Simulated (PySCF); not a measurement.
Harmonic spectrum computed at PBE0 in the def2-TZVP basis family (core potentials from Rb on, PySCF, no spin–orbit coupling):

```
ω (cm⁻¹)  IR (km/mol)
     154         23.7
     679          229
     689         73.1
```

**Question.** Which molecule gave it? In each, all ligands are bound to the one heavy central atom.
A. YF₂⁺ (singlet)
B. BF₂⁺ (singlet)
C. LaF₂⁺ (singlet)
D. ScF₂⁺ (singlet)

**Answer.** A. It has C2v symmetry with Y–F 1.907 Å (×2).
